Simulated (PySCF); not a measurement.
Magnetisability: `O=C=CC[C@H](F)Cl`, C$_{4}$H$_{4}$ClFO

Geometry:
```csv
atom,x (Å),y (Å),z (Å)
O1,3.207,-0.429,-0.040
C2,2.158,0.067,0.005
C3,1.001,0.641,0.077
C4,-0.241,-0.019,0.617
C5,-1.217,-0.316,-0.516
F6,-1.651,0.843,-1.079
Cl7,-2.643,-1.196,0.104
H8,0.893,1.637,-0.322
H9,-0.734,0.646,1.330
H10,0.006,-0.954,1.117
H11,-0.773,-0.918,-1.318
```

Method: GIAO HF/ANO-RCC-VDZP magnetisability, rotational g tensor and spin-rotation constants, non-relativistic, gas phase (PySCF). Geometry: GFN2-xTB.

(1) How diamagnetic is it, and how anisotropic?

(2) Split it along the inertial axes a, b, c into diamagnetic and paramagnetic parts about the centre of mass, with the quadrupole moment.

(3) And the rotational g tensor?

Results:

(1) Isotropic -1142 × 10⁻³⁰ J/T², or -68.8 × 10⁻⁶ cm³/mol; principal values -1223, -1138, -1064 × 10⁻³⁰ J/T², anisotropy 137 × 10⁻³⁰ J/T² (root of half the summed squared differences of the principal values). The susceptibility is in cgs units.

(2) 
```
axis  χ (10⁻⁶ cm³/mol)  diamagnetic (10⁻⁶ cm³/mol)  paramagnetic (10⁻⁶ cm³/mol)  summed x² of all electrons (Å²)  quadrupole Θ (D Å)
   a             -72.1                      -299.0                        226.8                            278.8              -12.32
   b             -69.9                     -1275.1                       1205.1                             48.8               +4.39
   c             -64.2                     -1389.9                       1325.7                             21.7               +7.93
```
Anisotropies 2χaa − χbb − χcc = -10.2 and 2χbb − χaa − χcc = -3.6 × 10⁻⁶ cm³/mol. Θ is traceless in Buckingham's convention.

(3) 
| axis | rotational constant (GHz) | g | nuclear part | electronic part |
| --- | --- | --- | --- | --- |
| a | 5.3373 | -0.0292 | 0.5395 | -0.5687 |
| b | 0.9106 | -0.0101 | 0.5054 | -0.5155 |
| c | 0.8254 | -0.0122 | 0.5018 | -0.5140 |

Asymmetric top; isotopes 12C, 35Cl, 19F, 1H, 16O; no vibrational averaging.
